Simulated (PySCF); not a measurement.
## Excitation energy of Ne²⁺ by level of theory

Ne²⁺ [He] 2s2 2p4 (3P) → Ne²⁺ [He] 2s2 2p3 3d1 (5D), as a difference of total energies. Calculation: PySCF 2.14, in aug-cc-pVDZ (4s3p2d, 23 functions); no relativity, point nucleus. Correlated levels: valence: 1s2 frozen. The calculations carry no spin-orbit coupling.

| method | excitation energy (eV) |
| --- | --- |
| UHF | 60.911 |
| MP2 (valence) | 61.533 |
| SCS-MP2 (valence) | 61.579 |
| CCSD (valence) | 61.440 |
| CCSD(T) (valence) | 61.435 |
| CCSDT (valence) | 61.430 |

Question: How much does correlation contribute at CCSD(T) (valence)?

Answer: 61.435 − (60.911) = 0.524 eV, measured against UHF.

A first-order spin-orbit estimate (lowest level to lowest level, LS coupling) adds 0.034 eV.

The promoted electron is Rydberg-like, and one or two diffuse shells describe it only roughly, which tends to raise the upper state.
